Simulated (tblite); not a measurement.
C4H9F3N2Si.
Bonds: C1–C2 (double), C2–C3, C2–Si4, Si4–N5, Si4–N6, Si4–C7, C7–F8, C7–F9, C7–F10. Hydrogens: H11, H12 on C1; H13, H14, H15 on C3; H16, H17 on N5; H18, H19 on N6.

Computed geometry: GFN2-xTB, gas phase.

(1) List the bond lengths, angles and torsions at this level.

Results:

(1) 
```
                   bond  length (Å)   order
                  C1=C2       1.327  double
                  C2–C3       1.501  single
                 C2–Si4       1.891  single
         Si4–N5, Si4–N6       1.716  single
                 Si4–C7       1.960  single
   C7–F8, C7–F9, C7–F10       1.352  single
                 C1–H11       1.076  single
                 C1–H12       1.079  single
 C3–H13, C3–H14, C3–H15       1.088  single
N5–H16 and 3 like bonds       1.007  single
```

Bonds in one row agree within 0.01 Å and their mean is given. Orders are formal, as drawn. A selection of angles:
```
     angle  degrees
  C1–C2–C3    121.1
 C1–C2–Si4    121.0
 C3–C2–Si4    117.9
 C2–Si4–N5    110.1
 C2–Si4–N6    120.0
 C2–Si4–C7    107.6
 N5–Si4–N6    107.1
 N5–Si4–C7    111.9
 N6–Si4–C7     99.7
 Si4–C7–F8    111.7
 Si4–C7–F9    113.7
  F8–C7–F9    105.4
H16–N5–Si4    119.2
H17–N5–Si4    120.4
H18–N6–Si4    120.6
H19–N6–Si4    119.7
```

Torsions: C1–C2–Si4–N5 -32° (synclinal); C2–Si4–C7–F8 166° (antiperiplanar). The mirror-image conformer, all signs reversed, is as good.

N5 (silicon-bound nitrogen) has angles 120.4°, 119.2° and 111.0°, sum 350.6°, 0.21 Å off the plane of its three neighbours. Of the pairs four or more bonds apart, F9···H15 is among the closest relative to their van der Waals radii: 2.61 Å, 98 % of the sum of Bondi's values. Si4 (four-coordinate silicon) is distorted tetrahedral (angles from 99.7° to 120.0°). All 3 C–F bonds measure 1.351 to 1.353 Å. The C–Si distances run from 1.891 Å (C2–Si4, drawn single) to 1.960 Å (Si4–C7, drawn single), a spread of 0.069 Å. The 2 C–C bonds span 1.327 Å (C1=C2, drawn double) to 1.501 Å (C2–C3, drawn single), a spread of 0.174 Å.

Point group: C1 (no symmetry element, even within 0.4 Å). Its GFN2-xTB frequencies are all real (lowest 26 cm⁻¹). One conformer, not necessarily the lowest (C1–C2–Si4–N5 -32°, C2–Si4–N5–H -179° and -35°, C2–Si4–N6–H 81° and -64°). 3 starts were optimised and ended at 0.00, 0.09 and 0.26 kcal/mol (GFN2-xTB); the lowest of these is shown.

Hardware: one thread of an Arm Neoverse N1, shared host with 64 logical CPUs at a one-minute load of 56. Cost: 4.0 s wall. That covers the optimisation of the geometry.
